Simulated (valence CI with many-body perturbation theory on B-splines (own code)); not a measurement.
# E1 line list for Fe19+

Calculated by relativistic CI+MBPT: five valence electrons over a frozen Dirac-Fock core [He], a basis of 11 s, 11 p, 10 d, 8 f, 5 g, 2 h functions for each j, with the one-electron correlation potential Σ1 (screened to all orders), the two-electron term Σ2, the three-electron term Σ3, Breit, model QED; selected single and double excitations, second order for the rest, scaled by the run's own slope (own B-spline code, finite nucleus).

No measured spectrum was set against this ion. As an estimate, levels of excited configurations hold to 0.05 to 0.15 % of their energy, terms of the ground configuration to about 0.5 %. Among the levels kept, up to 5400 cm⁻¹ of a level comes from second order outside the variational space, and about a tenth of that is noise between levels of different J, which matters for small intervals.

Lines 1 to 50 of 596 in falling wavelength, among levels below 80.382 Ry, chosen from the strongest by gf and those to the six lowest levels. Wavelengths and rates use the calculated energies, so an error of 700 cm⁻¹ moves a line at 53.48 nm by 0.37 % and its rate by three times that or more. Electric multipoles are in the length gauge, E1 and E2 with the static RPA response of the core. Weak lines are less certain than strong ones. Lines between different terms over intervals too small for the method are left out, as are lines whose strength nearly cancels. Where a level lies close to another of its J and parity, the split of strength between their lines is uncertain. The highest levels of a list are the least certain.

Names give the largest LS component (configuration and term), which can be under half, so a name can repeat, a term be missing and a line seem to break the LS rules; names also repeat where a configuration has a term twice. Letters in brackets count levels of one name in rising energy.

```csv
λ vac (nm),Upper,Lower,A (s⁻¹),S (a.u.) with core polarisation,S without
53.48,2s2p³3p ⁴P_3/2 [a],2s2p³3s ⁴S°_3/2 [a],8.69e+08,2.63e-01,2.63e-01
53.35,2s2p³3p ⁴P_5/2 [a],2s2p³3s ⁴S°_3/2 [a],7.35e+08,3.30e-01,3.30e-01
53.13,2s2p³3p ²F_7/2 [a],2s2p³3s ²D°_5/2 [a],1.22e+09,7.21e-01,7.21e-01
52.85,2s2p³3p ²P_1/2 [a],2s2p³3s ²D°_3/2 [a],9.70e+08,1.41e-01,1.41e-01
51.77,2s2p³3p ²F_5/2 [a],2s2p³3s ²D°_3/2 [a],1.32e+09,5.42e-01,5.42e-01
50.42,2s2p³3p ⁴D_3/2 [a],2s2p³3s ⁴D°_5/2,8.07e+08,2.04e-01,2.04e-01
49.90,2s2p³3p ⁴D_3/2 [a],2s2p³3s ⁴D°_3/2,5.76e+08,1.41e-01,1.41e-01
49.69,2s²2p²3p ⁴D°_1/2,2s²2p²3s ⁴P_1/2,1.49e+09,1.81e-01,1.81e-01
47.86,2s2p³3p ²F_5/2 [b],2s2p³3s ²D°_3/2 [b],1.80e+09,5.84e-01,5.85e-01
47.82,2s2p³3p ²P_3/2 [c],2s2p³3s ²D°_5/2 [b],7.72e+08,1.67e-01,1.67e-01
47.68,2s2p³3p ⁴F_7/2,2s2p³3s ⁴D°_7/2,1.16e+09,4.96e-01,4.96e-01
47.53,2s2p³3d ²G°_7/2 [a],2s2p³3p ⁴P_5/2 [b],3.29e+08,1.40e-01,1.40e-01
47.46,2s2p³3p ⁴D_5/2 [b],2s2p³3s ⁴P°_5/2,4.80e+08,1.52e-01,1.52e-01
47.39,2s2p³3p ⁴P_3/2 [d],2s2p³3s ⁴S°_3/2 [b],1.20e+09,2.52e-01,2.52e-01
47.33,2s2p³3d ⁴D°_5/2 [b],2s2p³3p ⁴P_3/2 [b],6.83e+08,2.14e-01,2.14e-01
47.23,2s2p³3p ⁴F_5/2,2s2p³3s ⁴D°_5/2,1.38e+09,4.29e-01,4.29e-01
47.05,2s2p³3p ⁴P_5/2 [a],2s²2p²3p ²P°_3/2 [b],5.16e+08,1.59e-01,1.59e-01
46.83,2s²2p²3p ⁴P°_5/2,2s²2p²3s ⁴P_5/2,1.28e+09,3.90e-01,3.90e-01
46.74,2s2p³3p ⁴F_3/2,2s2p³3s ⁴D°_1/2,1.18e+09,2.38e-01,2.38e-01
46.60,2s2p³3d ⁴G°_9/2,2s2p³3p ⁴F_9/2,2.63e+08,1.31e-01,1.31e-01
46.22,2s2p³3p ⁴D_1/2 [b],2s2p³3s ⁴P°_1/2,1.39e+09,1.36e-01,1.36e-01
45.98,2s²2p²3p ²F°_5/2,2s²2p²3s ²D_3/2,1.62e+09,4.67e-01,4.67e-01
45.85,2s2p³3p ⁴D_3/2 [b],2s2p³3s ⁴P°_3/2,1.08e+09,2.05e-01,2.05e-01
45.65,2s2p³3p ²D_3/2 [b],2s2p³3s ²P°_1/2 [a],1.30e+09,2.44e-01,2.44e-01
45.50,2s2p³3p ⁶P_3/2,2s2p³3s ⁶S°_5/2,2.22e+09,4.13e-01,4.13e-01
45.19,2s2p³3d ⁴P°_5/2 [a],2s2p³3p ⁴P_5/2 [b],1.05e+09,2.86e-01,2.86e-01
44.17,2s2p³3p ⁶P_5/2,2s2p³3s ⁶S°_5/2,2.35e+09,5.99e-01,6.00e-01
44.16,2s²2p²3p ⁴D°_3/2 [b],2s²2p²3s ⁴P_3/2,1.17e+09,1.98e-01,1.98e-01
44.06,2s2p³3p ⁴D_7/2 [a],2s2p³3s ⁴D°_7/2,7.64e+08,2.58e-01,2.58e-01
44.06,2s2p³3p ²P_3/2 [b],2s2p³3s ²P°_3/2 [a],2.25e+09,3.81e-01,3.81e-01
43.90,2s2p³3d ⁴F°_9/2 [a],2s2p³3p ⁴F_9/2,4.88e+08,2.04e-01,2.04e-01
43.70,2s2p³3d ⁴G°_5/2,2s2p³3p ²P_3/2 [a],5.14e+08,1.27e-01,1.27e-01
43.68,2s2p³3p ⁴D_3/2 [b],2s2p³3s ⁴P°_1/2,1.04e+09,1.72e-01,1.72e-01
43.67,2s2p³3d ⁴G°_9/2,2s2p³3p ⁴D_7/2 [a],2.98e+08,1.22e-01,1.22e-01
43.65,2s2p³3p ²D_5/2 [b],2s2p³3s ²P°_3/2 [a],1.79e+09,4.40e-01,4.40e-01
43.43,2s2p³3p ⁴D_5/2 [b],2s2p³3s ⁴P°_3/2,1.81e+09,4.39e-01,4.39e-01
43.32,2s2p³3p ⁴D_7/2 [b],2s2p³3s ⁴P°_5/2,2.22e+09,7.14e-01,7.15e-01
43.28,2s2p³3d ²F°_7/2 [c],2s2p³3p ²D_5/2 [c],1.29e+09,4.14e-01,4.14e-01
43.26,2s²2p²3d ²D_5/2 [c],2s²2p²3p ²P°_3/2 [b],8.21e+08,1.97e-01,1.97e-01
43.19,2s2p³3d ⁴P°_3/2 [b],2s2p³3p ⁴P_5/2 [b],7.84e+08,1.25e-01,1.25e-01
43.13,2s2p³3p ⁴D_7/2 [b],2s2p³3d ⁶D°_5/2,4.24e+08,1.34e-01,1.34e-01
43.13,2s2p³3p ⁴F_7/2,2s2p³3s ⁴D°_5/2,1.09e+09,3.46e-01,3.46e-01
43.12,2s2p³3d ⁶D°_7/2,2s2p³3p ⁶P_7/2,7.36e+08,2.33e-01,2.33e-01
43.09,2s2p³3d ⁴F°_7/2 [a],2s2p³3p ⁴F_7/2,7.77e+08,2.46e-01,2.46e-01
43.06,2s2p³3p ²F_7/2 [b],2s2p³3s ²D°_5/2 [b],2.74e+09,8.65e-01,8.65e-01
42.92,2s²2p²3d ²P_3/2 [b],2s²2p²3p ²P°_3/2 [b],8.04e+08,1.26e-01,1.26e-01
42.74,2s2p³3p ⁴P_5/2 [d],2s2p³3s ⁴S°_3/2 [b],2.42e+09,5.60e-01,5.60e-01
42.72,2s2p³3d ⁶D°_9/2,2s2p³3p ⁶P_7/2,2.14e+09,8.24e-01,8.24e-01
42.38,2s2p³3p ²D_5/2 [d],2s2p³3s ²P°_3/2 [b],2.57e+09,5.78e-01,5.78e-01
42.36,2s2p³3d ⁴G°_11/2,2s2p³3p ⁴F_9/2,2.54e+09,1.15e+00,1.15e+00
```
